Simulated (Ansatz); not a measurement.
Two isomers of C3H9AlO: A = `C[CH](C)[AlH][OH]`, B = `CO[CH2][AlH][CH3]`.

Gas-phase electronic energies from Ansatz, PBE0-D4/def2-TZVP geometries. CCSD(T)/CBS adds triple-zeta CCSD(T) − MP2 to the extrapolated MP2 energy (def2 sets, frozen cores). DFT in def2-TZVPP. B3LYP here is the variant with VWN-RPA as its local correlation; programs differ in this. Each species was taken in one conformer, which may not be the lowest.

Q: Which isomer does CCSD(T)/CBS put lower? Give the gap. (Estimate.)

A: Ansatz gave: A, by 57.1 kcal/mol.

Q: Give E(B) − E(A) in kcal/mol with CCSD/def2-TZVPP, B2PLYP, HF/def2-TZVPP, LDA (SPW92), B3LYP, MP2/def2-TZVPP, BLYP-D4. (Best estimate.)

A: Computed: CCSD/def2-TZVPP 56.5, B2PLYP 55.6, HF/def2-TZVPP 54.9, LDA (SPW92) 52.4, B3LYP 53.3, MP2/def2-TZVPP 59.5, BLYP-D4 52.3. None reverses the order clearly.

Q: Does the order hold for the free energy at 298.15 K (harmonic terms from PBE0-D4)? (Best estimate.)

A: The calculation gave: Yes: G(B) − G(A) = +55.6 kcal/mol, for one conformer each. Modes under 60 cm⁻¹, often nearly free rotors, make the harmonic entropy too high.

Largest T1 diagnostic: 0.011.

Leaving LDA and LC-ωPBE aside and taking each functional with its dispersion term where it has one, the values, not all of them listed here, spread over 4.6 kcal/mol, from PBE-D4 to PBE-QIDH. From PBE to PBE0 (25 % exact exchange), in def2-TZVPP and without D4, E(B) − E(A) moves by +1.7 kcal/mol.
